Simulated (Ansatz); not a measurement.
Geometry optimisation, RHF/def2-SVP (Ansatz 0.2.0).

input.yaml

```yaml
crystal:
  periodic: [false, false, false]
  atoms:
    - { symbol: Ge, position_ang: [-0.308363, -0.190629, -0.283014] }
    - { symbol: F, position_ang: [-0.743688, -0.296364, 1.344999] }
    - { symbol: F, position_ang: [1.364961, -0.331325, -0.430092] }
    - { symbol: Cl, position_ang: [-1.112914, 1.474692, -1.251149] }
    - { symbol: F, position_ang: [-0.930869, -1.598858, -0.978203] }
    - { symbol: O, position_ang: [0.851822, 1.831112, 1.551357] }
    - { symbol: Si, position_ang: [2.429557, 2.19654, 1.927117] }
    - { symbol: H, position_ang: [3.191667, 0.971815, 2.255106] }
    - { symbol: H, position_ang: [3.004741, 2.860476, 0.744234] }
    - { symbol: H, position_ang: [2.481275, 3.105047, 3.094487] }
    - { symbol: H, position_ang: [0.307212, 1.346595, 2.189558] }
basis:
  gaussian: { orbitals: def2-SVP }
hamiltonian:
  xc: hf
relax:
  f_tol: 0.03
  max_steps: 50
```

Launched with:

```bash
$ ansatz run input.yaml --threads 4 --pin off --max-ram 5120MiB --backend cpu --events-out ev --progress --plain --runs-dir out
```

Problem. Where does it end, and by what steps?

Solution. The forces met the threshold. After 11 steps the energy has fallen by 0.092 eV; H9 moved furthest, 0.58 Å.

```json
{"step": "0", "energy less start (eV)": "0.0000", "largest force component (eV/Å)": "0.767", "accepted": "yes"}
{"step": "1", "energy less start (eV)": "-0.0300", "largest force component (eV/Å)": "0.419", "accepted": "yes"}
{"step": "2", "energy less start (eV)": "-0.0481", "largest force component (eV/Å)": "0.409", "accepted": "yes"}
{"step": "3", "energy less start (eV)": "-0.0609", "largest force component (eV/Å)": "0.378", "accepted": "yes"}
{"step": "4", "energy less start (eV)": "-0.0736", "largest force component (eV/Å)": "0.358", "accepted": "yes"}
{"step": "5", "energy less start (eV)": "-0.0817", "largest force component (eV/Å)": "0.242", "accepted": "yes"}
{"step": "6", "energy less start (eV)": "-0.0877", "largest force component (eV/Å)": "0.094", "accepted": "yes"}
{"step": "7", "energy less start (eV)": "-0.0898", "largest force component (eV/Å)": "0.081", "accepted": "yes"}
{"step": "8", "energy less start (eV)": "-0.0909", "largest force component (eV/Å)": "0.031", "accepted": "yes"}
{"step": "9", "energy less start (eV)": "-0.0912", "largest force component (eV/Å)": "0.041", "accepted": "yes"}
{"step": "10", "energy less start (eV)": "-0.0915", "largest force component (eV/Å)": "0.032", "accepted": "yes"}
{"step": "11", "energy less start (eV)": "-0.0916", "largest force component (eV/Å)": "0.026", "accepted": "yes"}
```

```xyz
11
Properties=species:S:1:pos:R:3
Ge -0.147 -0.008 -0.088
F -0.923 -0.451 1.355
F 1.523 -0.296 -0.149
Cl -0.809 1.773 -0.994
F -0.705 -1.240 -1.119
O 0.766 1.452 1.621
Si 2.330 2.067 1.755
H 3.239 1.042 2.299
H 2.728 2.484 0.404
H 2.285 3.223 2.676
H 0.249 1.322 2.405
```

Whether the end is a true minimum wasn't checked by a vibrational analysis.

The run took 22 s on 4 threads of Arm Neoverse V2, with other jobs on the host, peak memory 0.41 GiB.
